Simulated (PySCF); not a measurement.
**Where the electron goes**

Tetrasilane, Si₄H₁₀.
Structure used (GFN2-xTB), in Å, numbered top down from 1:
```xyz
14
Si4H10 angstrom
Si     2.1500    0.9946    0.8857
Si     1.2759   -0.8696   -0.1688
Si    -0.9977   -1.2160    0.1823
Si    -2.3568    0.5495   -0.4360
H      3.5754    1.2249    0.6416
H      1.9892    0.9186    2.3405
H      1.4564    2.2126    0.4561
H      1.5133   -0.7598   -1.6191
H      2.0595   -2.0604    0.2001
H     -1.2098   -1.5134    1.6099
H     -1.4551   -2.4498   -0.4784
H     -1.9870    1.7715    0.2838
H     -2.2296    0.8560   -1.8632
H     -3.7843    0.3408   -0.1862
```

The calculation used TDDFT PBE0/def2-SVPD, vertical, gas phase, core orbitals frozen in the response (PySCF 2.14.0, density-fitted response routines).

Frontier orbitals with the atoms that hold most of them (Löwdin shares over 4%, at most four atoms; ? is withheld):

| orbital | ε (eV) | atoms |
| --- | --- | --- |
| HOMO-3 | -9.54 | Si2 14%, Si3 13%, Si1 12%, Si4 11% |
| HOMO-2 | -8.98 | Si3 20%, Si2 20%, H10 13%, H8 13% |
| HOMO-1 | -8.52 | ? |
| HOMO | -8.23 | Si2 28%, Si3 28%, Si1 12%, Si4 12% |
| LUMO | ? | ? |
| LUMO+1 | -0.43 | Si3 22%, Si2 22%, Si1 13%, Si4 13% |
| LUMO+2 | 0.14 | Si3 23%, Si2 22%, H10 12%, H8 12% |

(1) Which atoms hold the LUMO, and with what shares?

(2) Which atoms hold the HOMO-1, and with what shares?

(3) What is the LUMO energy, and the HOMO–LUMO gap?

## Answers

(1) Si2 (bonded to 2 Si and 2 H) 22%; Si3 (bonded to 2 Si and 2 H) 22%; Si4 (bonded to Si and 3 H) 14%; Si1 (bonded to Si and 3 H) 14%.

(2) Si3 (bonded to 2 Si and 2 H) 18%; Si2 (bonded to 2 Si and 2 H) 18%; Si4 (bonded to Si and 3 H) 16%; Si1 (bonded to Si and 3 H) 16%.

(3) ε(LUMO) = -0.49 eV; the gap is 7.74 eV (0.2843 hartree).

**Question.** The HOMO–LUMO gap is 7.74 eV. Where does the response calculation put the lowest singlet, and from which orbitals?

**Answer.** S1 is at 6.61 eV (f = 0.123), 1.12 eV below the gap, made of HOMO→LUMO (79%), HOMO-1→LUMO+1 (11%). Without the coupling terms of the response equations the lowest excitation would equal the gap.

**Question.** One configuration dominates each of S1, S2, S3 and S4. Which, and how do the shares of the two leading atoms of either orbital change from the occupied to the empty one?

**Answer.** 
- S1 (6.61 eV, f 0.123), HOMO→LUMO (79%): Si2 28% → 22%, Si3 28% → 22%
- S2 (6.72 eV, f 0.017), HOMO→LUMO+1 (87%): Si2 28% → 22%, Si3 28% → 22%
- S3 (6.91 eV, f 0.034), HOMO-1→LUMO (94%): Si3 18% → 22%, Si2 18% → 22%
- S4 (7.03 eV, f 0.093), HOMO-1→LUMO+1 (74%): Si3 18% → 22%, Si2 18% → 22%

Löwdin shares depend on the basis, the more so with diffuse functions.

One conformer stands for the species.
